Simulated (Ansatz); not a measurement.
`[F][AlH][SeH]` + `CC` → `C[CH2][AlH][SeH]` + H–F  (formal exchange of groups at the Al–F bond)

Computed with Ansatz on PBE0-D4/def2-TZVP structures; ΔE is electronic, products minus reactants. CCSD(T)/CBS adds triple-zeta CCSD(T) − MP2 to the extrapolated MP2 energy (def2 sets, frozen cores). This one scheme is used for every species. Functionals use def2-TZVPP. B3LYP here is the variant with VWN-RPA as its local correlation; programs differ in this. HSE06 is defined as in plane-wave codes. For Se outer-core shells are correlated without core-valence functions, which leaves a few kJ/mol of doubt a bond. Scalar relativity is left out up to krypton. One conformer a species, not always the lowest.

`[F][AlH][SeH]`:

Z-matrix (Å, degrees):
```
Al
F 1 1.647
Se 1 2.302 2 115.9
H 1 1.570 2 119.6 3 180.0
H 3 1.470 1 90.0 2 -180.0
```

`CC`:

```xyz
8

C     0.264    0.525   -0.481
C    -0.264   -0.525    0.481
H    -0.551    1.043   -0.992
H     0.858    1.280    0.039
H     0.900    0.078   -1.249
H     0.551   -1.043    0.992
H    -0.858   -1.280   -0.039
H    -0.900   -0.078    1.249
```

`C[CH2][AlH][SeH]`:

Cartesian coordinates in Å:
```
C -1.226 0.491 -0.311
C 0.016 -0.119 -0.953
Al 1.492 -0.615 0.232
Se 1.352 -0.284 2.526
H -1.682 -0.189 0.413
H -1.993 0.733 -1.052
H -0.991 1.416 0.223
H -0.250 -1.022 -1.519
H 0.433 0.563 -1.706
H 2.848 -1.260 -0.274
H 0.001 0.286 2.421
```

H–F:

```xyz
2

F     0.347    0.302    0.006
H    -0.347   -0.302   -0.006
```

| level | ΔE (eV) | difference from CCSD(T)/CBS |
| --- | --- | --- |
| LDA (SPW92) | 1.88 | -0.12 |
| PBE-D4 | 1.91 | -0.09 |
| revPBE-D4 | 1.89 | -0.11 |
| r2SCAN-D4 | 2.06 | 0.06 |
| B97M-V | 2.12 | 0.12 |
| PBE0-D4 | 1.93 | -0.07 |
| B3LYP-D4 | 2.06 | 0.06 |
| r2SCANh-D4 | 2.05 | 0.05 |
| r2SCAN0-D4 | 2.04 | 0.04 |
| HSE06-D4 | 1.92 | -0.08 |
| BHLYP-D4 | 2.11 | 0.11 |
| ωB97X-V | 2.05 | 0.05 |
| ωB97M-V | 2.02 | 0.02 |
| B2PLYP | 2.13 | 0.13 |
| PBE-QIDH | 2.00 | 0.00 |
| PBE | 1.98 | -0.02 |
| revPBE | 2.01 | 0.01 |
| r2SCAN | 2.08 | 0.08 |
| PBE0 | 1.99 | -0.01 |
| B3LYP | 2.17 | 0.17 |
| r2SCANh | 2.08 | 0.08 |
| r2SCAN0 | 2.07 | 0.07 |
| HSE06 | 1.98 | -0.02 |
| BHLYP | 2.20 | 0.20 |
| CAM-B3LYP | 2.18 | 0.18 |
| LC-ωPBE | 2.06 | 0.06 |
| RPA@PBE/def2-TZVPP | 2.00 | 0.00 |
| HF/def2-SVP | 2.27 | 0.27 |
| MP2/def2-SVP | 2.13 | 0.13 |
| CCSD/def2-SVP | 2.15 | 0.15 |
| CCSD(T)/def2-SVP | 2.12 | 0.12 |
| HF/def2-TZVPP | 2.28 | 0.28 |
| MP2/def2-TZVPP | 2.01 | 0.01 |
| SCS-MP2/def2-TZVPP | 2.07 | 0.07 |
| CCSD/def2-TZVPP | 2.05 | 0.05 |
| CCSD(T)/def2-TZVPP | 2.01 | 0.01 |
| SCS-MP2/def2-QZVPP | 2.08 | 0.08 |
| HF/CBS(def2) | 2.31 | 0.31 |
| MP2/CBS(def2) | 2.00 | 0.00 |
| CCSD/CBS(def2) | 2.04 | 0.04 |
| CCSD(T)/CBS | 2.00 | 0 |

Largest T1 diagnostic among the species: 0.011.

The D4 term adds −0.11 eV with B3LYP and −0.06 eV with PBE0; it sums over pairs of atoms, weighted by their polarisabilities, and B3LYP, whose exchange is more repulsive, gets the larger term. At CCSD(T), def2-SVP lies +0.12 eV from the extrapolated value and def2-TZVPP +0.00 eV. In def2-TZVPP, CCSD(T) changes the Hartree–Fock value by −0.27 eV (the triples alone add −0.04 eV) and MP2 by −0.27 eV.
